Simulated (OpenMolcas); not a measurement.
## Ne⁵⁺: the spin-orbit constant, worked from levels

```json
{
  "Program": "OpenMolcas 26.06",
  "Basis": "ANO-RCC [8s7p4d3f2g]",
  "Scalar Hamiltonian": "DKH2, point nucleus",
  "Active space": "3 electrons in 8 orbitals (2s 2p 3s 3p)",
  "State averaging": "2S+1 = 4 odd, 1 root; 2S+1 = 2 odd, 3 roots; 2S+1 = 4 even, 3 roots; 2S+1 = 2 even, 9 roots",
  "Spin-orbit coupling": "state interaction with AMFI integrals over the reference wave functions, term energies averaged over their components"
}
```

Methods: CASSCF; SS-CASPT2, IPEA 0.25 Eh, imaginary shift 0.1 Eh (closed shells correlated: 1s). Measured levels: NIST levels in Podobedova, Fuhr, Reader and Wiese, J. Phys. Chem. Ref. Data 33, 525 (2004).

**The spin-orbit constant.** For the Hund term ²P° of p1, E(J) = (A/2) J(J+1) + constant and ζ = 2S·A = A. From J = 1/2 to J = 3/2 the energy changes by 1.5 A.

| Source | E(3/2) - E(1/2) | A | ζ |
| --- | --- | --- | --- |
| CASSCF | 1272.0 | 848.0 | 848 |
| SS-CASPT2 | 1272.0 | 848.0 | 848 |
| measured | 1310.0 | 873.3 | 873 |

All in cm-1. SS-CASPT2 is off by -2.9 % and CASSCF by -2.9 %. Both methods take the spin-orbit matrix elements from the reference wave functions, so the second can move ζ only through the term energies and any multistate remixing.

Active for correlation alone: 3p 3s; no level in the range computed is led by a configuration that fills them, so any true level of that kind is missing. Measured partners are found by configuration, term and J. A level has none where our copy of the source lacks it or the pairing is in doubt (some pairs that miss far off the trend of their configuration count as doubtful), and it then counts in no deviation. Only configurations of the active space appear.

° marks odd parity.
